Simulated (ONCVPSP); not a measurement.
# Cutoff test, carbon (C), ONCV

- Element: C (Z = 6)
- Generator: ONCVPSP 4.0.1
- Type: optimised norm-conserving Vanderbilt (ONCV)
- Functional: PBEsol
- Relativity: scalar-relativistic
- Frozen core: [He]
- Valence charge: 4
- Reference configuration: 2s2 2p2
- Partial waves: 2s: rc 1.35 bohr, ncon 4, nbas 8, qcut 5.4 1/bohr, 2 projectors, debl 3.2 Ha; 2p: rc 2.35 bohr, ncon 4, nbas 9, qcut 5.4 1/bohr, 2 projectors, debl 3.7 Ha; d scattering state at 0.35 Ha: rc 2.20 bohr, ncon 3, nbas 8, qcut 4.2 1/bohr, 3 projectors, debl 2.1 Ha
- Local potential: polynomial inside 1.35 bohr (lpopt 5, dvloc0 3 Ha)
- Core correction: Teter function, fcfact 6, rcfact 1.45

Q: For each optimised wave give the share of its norm inside rc, the residual kinetic energy above qcut (Ha) and the cutoffs (Ha) for errors of 10, 1, 0.1 and 0.01 mHa per electron.

A:

```
         wave  norm inside rc  residual KE  10 mHa  1 mHa  0.1 mHa  0.01 mHa
           2s           0.433      8.2e-04     8.2   14.2     75.3      97.2
s projector 2           0.091      2.5e-03    11.1   17.2     55.7     107.7
           2p           0.766      4.9e-06     7.8   10.4     12.3      14.3
p projector 2           0.206      1.6e-03    12.1   16.8     56.8      66.7
d projector 1           0.098      1.6e-05     1.9    4.6      6.9       9.9
d projector 2           0.191      4.1e-03     7.3   11.8     52.3      78.6
d projector 3           0.183      2.9e-02     9.9   18.9     55.7     105.7
```

The occupied waves need 14 Ha and 75 Ha for 1 and 0.1 mHa. Its largest configuration-test error is +1097 meV.
